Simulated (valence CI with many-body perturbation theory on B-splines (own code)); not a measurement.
Questions on Ag²⁵⁺

Calculated by configuration interaction combined with many-body perturbation theory (CI+MBPT): four valence electrons over a frozen Dirac-Fock core [Ar], a basis of 7 s, 7 p, 8 d, 6 f, 4 g, 1 h functions for each j, with the one-electron correlation potential Σ1, the two-electron term Σ2, the three-electron term Σ3, Breit, model QED; selected CI, second order for the rest, scaled by the run's own slope (own B-spline code, finite nucleus).

No measured spectrum was set against this ion. As an estimate, terms of the open shell hold to 2 to 4 % of their energy, and close levels can change places. Only levels of the ground parity were solved; by the run's estimate the other parity begins above the list, which can be wrong where configurations are misplaced.

Names give the largest LS component (configuration and term), which can be under half, so a name can repeat, a term be missing and a line seem to break the LS rules; names also repeat where a configuration has a term twice.

Rates and lifetimes use the calculated energies. Strong lines usually hold to 10 to 20 %, long lifetimes can be off by a factor of two.

**Question.** What is the ground level?

**Answer.** 3d4 5D_0, composition 60 % 3d4 5D + 36 % 3d4 3P + 4 % 3d4 1S.

**Question.** What is the ionisation energy?

**Answer.** 1308 eV; NIST lists 1308 ± 4 eV (theoretical).

**Question.** How well does LS coupling describe the low levels?

**Answer.** Among the lowest 20 levels the leading LS term, summed over configurations, holds 63 % on average. For single configurations the figures are 63 % in LS and 69 % in jj coupling. Terms mix most in the J = 3 level at 199930 cm⁻¹, where the leading one holds 35 %.
